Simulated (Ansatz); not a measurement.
`CN[SiH2]OC` + `[OH][K]` → `C[O][K]` + `CN[SiH2]O`  (substitution at a C–O bond)

Isolated molecules relaxed with PBE0-D4/def2-TZVP in Ansatz; ΔE leaves out vibrations. CCSD(T)/CBS adds triple-zeta CCSD(T) − MP2 to the extrapolated MP2 energy (def2 sets, frozen cores). Functionals use def2-TZVPP. B3LYP here is the variant with VWN-RPA as its local correlation; programs differ in this. For K outer-core shells are correlated without core-valence functions, which leaves a few kJ/mol of doubt a bond. Scalar relativity is left out up to krypton. One conformer a species, not always the lowest.

```json
{"level": "PBE0-D4", "ΔE (eV)": "-0.07"}
{"level": "B2PLYP", "ΔE (eV)": "-0.05"}
{"level": "r2SCAN", "ΔE (eV)": "-0.07"}
{"level": "B3LYP", "ΔE (eV)": "-0.08"}
{"level": "HF/def2-TZVPP", "ΔE (eV)": "-0.07"}
{"level": "CCSD/def2-TZVPP", "ΔE (eV)": "-0.04"}
{"level": "MP2/def2-QZVPP", "ΔE (eV)": "0.02"}
{"level": "CCSD/CBS(def2)", "ΔE (eV)": "0.02"}
```

Q: What does CCSD(T)/CBS give? (Best estimate.)

A: Computed: +0.02 eV. The listed levels differ from it by -0.09, -0.07, -0.09, -0.10, -0.09, -0.06, 0.00, 0.00 eV.

Largest T1 diagnostic among the species: 0.012.

In def2-TZVPP, CCSD(T) changes the Hartree–Fock value by +0.03 eV (the triples alone add −0.00 eV) and MP2 by +0.06 eV. The D4 term adds +0.05 eV with B3LYP and +0.03 eV with PBE0; it sums over pairs of atoms, weighted by their polarisabilities, and B3LYP, whose exchange is more repulsive, gets the larger term.
